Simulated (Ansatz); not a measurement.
Mulliken charges of C₂F₂GeN₂O₂, SMILES `O=C=[N][Ge]([F])([F])[N]=C=O` from r2SCAN/def2-TZVPP in Ansatz (PBE0-D4/def2-TZVP geometry).

```tsv
atom	x (Å)	y (Å)	z (Å)	charge (e)
O1	-0.773	1.019	-3.297	-0.180
C2	-0.524	0.613	-2.244	0.324
N3	-0.272	0.102	-1.178	-0.321
Ge4	0.105	0.654	0.480	0.999
F5	-1.170	1.602	1.095	-0.320
F6	1.479	1.662	0.473	-0.320
N7	0.396	-0.711	1.585	-0.313
C8	0.408	-1.916	1.522	0.317
O9	0.439	-3.072	1.546	-0.184
```

By hand: the dipole of these point charges (1 e Å = 4.8032 D).

Σ q r = (-0.013, -0.228, -0.076) e Å, of length 0.241 e Å = 1.16 D.

How does the dipole of the full density compare? (An estimate is asked.)

Computed: (-0.003, -0.118, -0.026) e Å, 0.58 D; the point charges give 2.00 times that, at 6° from its direction.

Point charges leave out the atoms' own dipoles, such as those of lone pairs, and Mulliken's split depends on the basis, so the two needn't agree.
